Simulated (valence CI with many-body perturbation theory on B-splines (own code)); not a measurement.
# Energy levels of Sn XLV

Calculated by relativistic CI+MBPT: four valence electrons over a frozen Dirac-Fock core [He], a basis of 11 s, 11 p, 10 d, 8 f, 5 g, 2 h functions for each j, with the one-electron correlation potential Σ1, the two-electron term Σ2, the three-electron term Σ3, Breit, model QED; selected CI, second order for the rest, scaled by the run's own slope (own B-spline code, finite nucleus).

No measured spectrum was set against this ion. As an estimate, large intervals hold to a few tenths of a per cent, small ones and those within an open d or f shell to about a per cent. Among the levels kept, up to 840 cm⁻¹ of a level comes from second order outside the variational space, and about a tenth of that is noise between levels of different J, which matters for small intervals.

Levels 91 to 135 of 205, with energies above the lowest level, (2s^2 2p1/2^2) J=0. "Leading %" is the weight of the configuration and term that name the level; weights of strongly mixed levels are sums over their largest components and can fall short. In the jj column 3d3/2^4 stands for four electrons in 3d with j = 3/2.

| No. | Configuration | Term | J | E (Ry) | Leading % | g | Leading jj |
| --- | --- | --- | --- | --- | --- | --- | --- |
| 91 | 2s2p²3p | ³P° | 1 | 353.38 | 36 | 1.370 | 2s 2p1/2 2p3/2 3p3/2 (91 %) |
| 92 | 2s2p²3p | ³P° | 0 | 353.47 | 83 |  | 2s 2p1/2 2p3/2 3p3/2 (99 %) |
| 93 | 2s2p²3p | ¹D° | 2 | 353.51 | 37 | 1.118 | 2s 2p1/2 2p3/2 3p3/2 (96 %) |
| 94 | 2s2p²3d | ⁵P | 2 | 353.71 | 28 | 1.406 | 2s 2p1/2 2p3/2 3d3/2 (94 %) |
| 95 | 2s2p²3d | ³P | 1 | 353.92 | 34 | 1.368 | 2s 2p1/2 2p3/2 3d3/2 (59 %) |
| 96 | 2s2p²3p | ³P° | 1 | 353.93 | 54 | 1.215 | 2s 2p1/2 2p3/2 3p3/2 (96 %) |
| 97 | 2s2p²3d | ³F | 3 | 353.93 | 42 | 1.250 | 2s 2p1/2 2p3/2 3d5/2 (49 %) |
| 98 | 2s2p²3d | ⁵P | 1 | 354.01 | 31 | 1.571 | 2s 2p1/2 2p3/2 3d5/2 (57 %) |
| 99 | 2s2p²3d | ³G | 5 | 354.04 | 52 | 1.284 | 2s 2p1/2 2p3/2 3d5/2 (98 %) |
| 100 | 2s2p²3d | ³F | 2 | 355.16 | 39 | 1.103 | 2s 2p1/2 2p3/2 3d5/2 (69 %) |
| 101 | 2s2p²3d | ³D | 3 | 355.31 | 55 | 1.250 | 2s 2p1/2 2p3/2 3d5/2 (88 %) |
| 102 | 2s2p²3d | ³F | 4 | 355.77 | 53 | 1.190 | 2s 2p1/2 2p3/2 3d5/2 (84 %) |
| 103 | 2p³3s | ³P° | 2 | 355.95 | 39 | 1.521 | 2p1/2^2 2p3/2 3s (87 %) |
| 104 | 2s2p²3d | ³D | 1 | 356.01 | 58 | 0.857 | 2s 2p1/2 2p3/2 3d5/2 (87 %) |
| 105 | 2s2p²3d | ³G | 3 | 356.30 | 54 | 0.897 | 2s 2p1/2 2p3/2 3d3/2 (97 %) |
| 106 | 2s2p²3d | ³P | 0 | 356.42 | 74 |  | 2s 2p1/2 2p3/2 3d5/2 (94 %) |
| 107 | 2p³3s | ³D° | 1 | 356.52 | 26 | 1.207 | 2p1/2^2 2p3/2 3s (88 %) |
| 108 | 2s2p²3d | ³F | 2 | 356.78 | 43 | 0.915 | 2s 2p1/2 2p3/2 3d3/2 (70 %) |
| 109 | 2s2p²3d | ³D | 1 | 356.83 | 57 | 0.681 | 2s 2p1/2 2p3/2 3d3/2 (92 %) |
| 110 | 2s2p²3d | ¹D | 2 | 357.48 | 32 | 0.994 | 2s 2p1/2 2p3/2 3d3/2 (86 %) |
| 111 | 2s2p²3s | ⁵P | 3 | 357.65 | 38 | 1.410 | 2s 2p3/2^2 3s (70 %) |
| 112 | 2s2p²3d | ¹P | 1 | 357.77 | 44 | 0.964 | 2s 2p1/2 2p3/2 3d3/2 (82 %) |
| 113 | 2s2p²3d | ³P | 0 | 358.11 | 64 |  | 2s 2p1/2 2p3/2 3d3/2 (96 %) |
| 114 | 2s2p²3d | ³D | 3 | 358.13 | 26 | 1.288 | 2s 2p1/2 2p3/2 3d5/2 (73 %) |
| 115 | 2s2p²3d | ³F | 4 | 358.17 | 39 | 1.111 | 2s 2p1/2 2p3/2 3d5/2 (99 %) |
| 116 | 2s2p²3d | ³P | 2 | 358.71 | 24 | 1.251 | 2s 2p1/2 2p3/2 3d5/2 (67 %) |
| 117 | 2s2p²3d | ³P | 1 | 358.85 | 45 | 1.469 | 2s 2p1/2 2p3/2 3d5/2 (92 %) |
| 118 | 2s2p²3d | ¹F | 3 | 358.87 | 41 | 1.073 | 2s 2p1/2 2p3/2 3d5/2 (95 %) |
| 119 | 2s2p²3s | ³P | 2 | 358.96 | 34 | 1.275 | 2s 2p3/2^2 3s (68 %) |
| 120 | 2s2p²3d | ³D | 2 | 359.07 | 46 | 1.151 | 2s 2p1/2 2p3/2 3d5/2 (94 %) |
| 121 | 2p³3p | ³P | 1 | 359.40 | 28 | 1.509 | 2p1/2^2 2p3/2 3p1/2 (89 %) |
| 122 | 2p³3p | ³D | 2 | 359.62 | 21 | 1.193 | 2p1/2^2 2p3/2 3p1/2 (84 %) |
| 123 | 2s2p²3p | ³P° | 2 | 362.47 | 29 | 1.528 | 2s 2p3/2^2 3p1/2 (97 %) |
| 124 | 2s2p²3p | ³D° | 3 | 362.72 | 45 | 1.288 | 2s 2p3/2^2 3p1/2 (97 %) |
| 125 | 2s2p²3s | ³S | 1 | 362.84 | 69 | 1.914 | 2s 2p3/2^2 3s (96 %) |
| 126 | 2s2p²3s | ¹P | 1 | 363.17 | 47 | 1.009 | 2s 2p3/2^2 3s (96 %) |
| 127 | 2s2p²3s | ³P | 2 | 363.27 | 66 | 1.378 | 2s 2p3/2^2 3s (96 %) |
| 128 | 2s2p²3s | ¹S | 0 | 364.08 | 70 |  | 2s 2p3/2^2 3s (98 %) |
| 129 | 2p³3p | ³D | 3 | 364.57 | 45 | 1.355 | 2p1/2^2 2p3/2 3p3/2 (96 %) |
| 130 | 2p³3p | ³P | 1 | 364.64 | 36 | 1.392 | 2p1/2^2 2p3/2 3p3/2 (95 %) |
| 131 | 2p³3p | ³P | 2 | 365.85 | 39 | 1.326 | 2p1/2^2 2p3/2 3p3/2 (95 %) |
| 132 | 2s2p²3p | ³D° | 3 | 366.90 | 53 | 1.372 | 2s 2p3/2^2 3p3/2 (97 %) |
| 133 | 2s2p²3p | ⁵D° | 4 | 366.91 | 53 | 1.370 | 2s 2p3/2^2 3p3/2 (98 %) |
| 134 | 2p³3p | ³P | 0 | 367.03 | 74 |  | 2p1/2^2 2p3/2 3p3/2 (96 %) |
| 135 | 2s2p²3p | ³P° | 1 | 367.05 | 33 | 1.382 | 2s 2p3/2^2 3p3/2 (56 %) |

Where two levels of one J and parity lie close, their mixing, g and order are uncertain.
